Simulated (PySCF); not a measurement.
Pm⁺: excitation energy

Pm⁺ [Xe] 4f5 6s1 (high-spin determinant) → Pm⁺ [Xe] 4f5 6p1 (high-spin determinant), as a difference of total energies. All numbers are calculated (PySCF 2.14, the spin-free X2C one-electron Hamiltonian (Gaussian nucleus), in cc-pVDZ-X2C (8s7p5d3f1g, 84 functions)). Correlated levels: valence: [Kr] 4d10 frozen; valence and next inner shell: [Ar] 3d10 frozen. The calculations carry no spin-orbit coupling.

```csv
method,excitation energy (eV)
UHF,2.694
LDA,2.981
PBE,2.805
r2SCAN,2.752
MP2 (valence),2.983
SCS-MP2 (valence),2.898
MP2 (valence and next inner shell),3.019
SCS-MP2 (valence and next inner shell),2.933
```

Question: How much does correlation contribute at MP2 (valence and next inner shell)?

Answer: 3.019 − (2.694) = 0.325 eV, measured against UHF.

A first-order spin-orbit estimate (lowest level to lowest level, LS coupling) adds -0.060 eV.

The basis was made for the ground configuration and has no added diffuse functions, so the excitation energy can come out too high.

The determinant of the upper state and of the lower state mixes LS terms, which raises its energy above the lowest term, most at the Hartree-Fock and MP2 levels.
